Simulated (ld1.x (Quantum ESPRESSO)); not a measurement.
# Cl (Z = 17), TM: configuration errors across variants

- Element: Cl
- Generator: ld1.x (Quantum ESPRESSO) 7.5
- Type: norm-conserving Troullier–Martins (Kleinman–Bylander form)
- Functional: PBEsol
- Relativity: non-relativistic
- Frozen core: [Ne]
- Valence charge: 7
- Reference configuration: 3s2 3p5
- Partial waves: 3s (bound): rc 1.40 bohr; 3p (bound): rc 1.30 bohr; 3d channel at -0.15 Ry: rc 1.50 bohr
- Local potential: all-electron potential smoothed inside 1.00 bohr (lloc = -1)
- Core correction: a·sin(br)/r model core, default radius (core density twice the valence density)

All-electron excitation energies from the reference (eV): (1) 3s2 3p4 13.851; (2) 3s2 3p3 39.260; (3) 3s2 3p2 77.521; (4) 3s1 3p6 11.934; (5) 3s2 3p4.5 5.572; (6) 3s1 3p5 26.328; (7) 3s2 3p1 129.712.

The default core radius of the base comes out at 0.79 bohr.

2 further variants failed, have other tests or another functional or relativity, and are left out.

A true bound ghost makes a file unfit for plane-wave use even where its test errors are small: the radial tests pick states by their node count and pass the ghost by.

Errors AE − PS in meV (a dash: test not solved or not reliable):

```tsv
change	(1)	(2)	(3)	(4)	(5)	(6)	(7)	bound ghosts
base	+6.4	+40	+130	+0.1	+1.2	+9.3	+316	none
local potential all-electron potential smoothed inside 1.16 bohr (lloc = -1)	+6.1	+38	+125	+0.1	+1.2	+8.9	+301	none
all radii but the core radius scaled by about 0.74 (s 1.04, p 0.96, d 1.10 bohr); local potential all-electron potential smoothed inside 0.74 bohr (lloc = -1)	+3.0	+12	+15	+1.8	+0.7	+11	-30	s
wave 3p (bound): rc 1.30 bohr becomes 3p (bound): rc 1.90 bohr	+6.3	+38	+118	+2.0	+1.2	+13	+275	none
```

(1) Give the same row for: core correction a·sin(br)/r model core inside 0.84 bohr.

## Answers

(1) +6.4, +40, +129, +0.1, +1.2, +9.2, +313; bound ghosts: none.
